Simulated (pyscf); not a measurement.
# H₂N–ZnH (SMILES [NH2][ZnH]), singlet

Gas-phase minimum from PySCF at ωB97X-D3(BJ)/def2-SVP, one conformer. 

```
N
H 1 1.0150
H 1 1.0150 2 108.72
Zn 1 1.8103 2 123.32 3 -156.05
H 4 1.5286 3 160.55 1 -173.69
```

Properties at ωB97X-D3(BJ)/def2-SVP:

| Property | Value |
|---|---|
| Harmonic wavenumbers, unscaled | 182, 438, 481, 691, 695, 1545, 1920, 3615, 3701 cm⁻¹ |
| Zero-point energy | 19.0 kcal/mol |
| Rotational symmetry number | 1 |
| Entropy of this conformer at 298 K and 1 atm, rigid rotor and harmonic oscillator, modes under 100 cm⁻¹ raised to 100 | 265.2 J/(mol K) |
| Dipole moment | 0.79 D |

Single-point totals, which compare only within one level (frozen core for MP2 and CC):

```csv
level,total energy (hartree)
ωB97X-D3(BJ)/def2-TZVP,-1835.95207
PBE/def2-TZVP,-1835.63058
r²SCAN/def2-TZVP,-1835.92137
B3LYP-D3(BJ)/def2-TZVP,-1836.02788
PBE0-D3(BJ)/def2-TZVP,-1835.65250
M06-2X/def2-TZVP,-1835.91077
ωB97M-D3(BJ)/def2-TZVP,-1836.01101
HF/def2-TZVPP,-1834.00952
MP2/def2-TZVPP,-1835.08196
CCSD/def2-TZVPP,-1835.00948
CCSD(T)/def2-TZVPP,-1835.03587
```

Soft torsions are taken as harmonic, which can shift the entropy by several J/(mol K). The CCSD(T) − MP2 part came from Ansatz, without density fitting, on the same reference. The frozen core leaves the outer d or s,p core shells of the metals and heavy elements correlated in the MP2 and CC values, and def2-TZVPP describes them poorly, so these totals are far from the basis limit. Elements up to Kr have no core potential and no relativistic terms here.
